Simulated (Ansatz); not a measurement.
Basis-set series for CH$_{6}$N$_{2}$Si$_{2}$ (`N#C[SiH2]N[SiH3]`). Charge 0, multiplicity 1. The structure was optimised at the PBE0-D4/def2-TZVP level. It is one conformer, not always the lowest.

```json
{"functional": "PBE0-D4", "basis": "def2-SVP", "functions": "108", "energy (Eh)": "-729.51677", "HOMO (eV)": "-8.15", "LUMO (eV)": "-0.61"}
{"functional": "PBE0-D4", "basis": "def2-QZVPP", "functions": "491", "energy (Eh)": "-729.92897", "HOMO (eV)": "-8.31", "LUMO (eV)": "-1.02"}
{"functional": "ωB97M-V", "basis": "def2-SVP", "functions": "108", "energy (Eh)": "-729.83245", "HOMO (eV)": "-10.42", "LUMO (eV)": "1.42"}
{"functional": "ωB97M-V", "basis": "def2-QZVPP", "functions": "491", "energy (Eh)": "-730.25037", "HOMO (eV)": "-10.61", "LUMO (eV)": "0.66"}
```

Task: Give the rows for def2-TZVPP. (Estimate.)

Result: Computed: 
```csv
functional,basis,functions,energy (Eh),HOMO (eV),LUMO (eV)
PBE0-D4,def2-TZVPP,261,-729.90046,-8.29,-0.94
ωB97M-V,def2-TZVPP,261,-730.22424,-10.60,0.87
```

Positive LUMOs are unbound and depend on the basis.
